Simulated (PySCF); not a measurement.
## Shapes and spin states of IrO(OH)₂

Level of theory: PBE in PySCF with Ir def2-SVP with ECP60, O def2-SVP, H def2-SVP; scalar-relativistic core potentials, no spin–orbit coupling; density-fitted integrals.

Relaxations began from a few typed shapes and spin states; open shells are unrestricted. The search is not exhaustive: other isomers or separated fragments can lie lower, and high-lying points may rest on an excited occupation.

```csv
spin,group,bonds,angles,imaginary modes (cm⁻¹),ΔE (kJ/mol),ΔE with ZPE (kJ/mol)
doublet,Cs,"Ir–O 1.711 Å, Ir–O 1.876 Å (×2), O–H 0.985 Å (×2)","H–O–Ir 109.8° (×2), O–Ir–O 120.0° (×3)",none,0.0,0.0
doublet,C2,"Ir–O 1.710 Å, Ir–O 1.877 Å (×2), O–H 0.986 Å (×2)","H–O–Ir 108.9° (×2), O–Ir–O 119.5°, O–Ir–O 120.3° (×2)",none,0.2,0.0
quartet,C2v,"Ir–O 1.754 Å, Ir–O 1.915 Å (×2), O–H 0.979 Å (×2)","H–O–Ir 119.9° (×2), O–Ir–O 101.8° (×2), O–Ir–O 156.4°",none,104.5,98.3
doublet,Cs,"Ir–O 1.695 Å, Ir–O 1.899 Å, Ir–O 1.921 Å, O–H 0.975 Å, O–H 0.979 Å","H–O–Ir 111.2°, H–O–Ir 122.6°, O–Ir–O 115.1°, O–Ir–O 115.6°, O–Ir–O 129.3°","829i, 718i",116.0,–
sextet,C1,"Ir–O 1.809 Å, Ir–O 1.976 Å, Ir–O 2.067 Å, O–H 0.978 Å, O–H 0.987 Å","H–O–Ir 107.7°, H–O–Ir 117.2°, O–Ir–O 93.5°, O–Ir–O 93.9°, O–Ir–O 153.3°",none,336.2,328.5
```

The lowest minimum found is the doublet Cs: Ir–O 1.711 Å, Ir–O 1.876 Å (×2), O–H 0.985 Å (×2); H–O–Ir 109.8° (×2), O–Ir–O 120.0° (×3).

For the lowest minimum: with open d or f shells other occupations or spin states may lie lower. Spin–orbit coupling, left out here, can matter for elements this heavy.
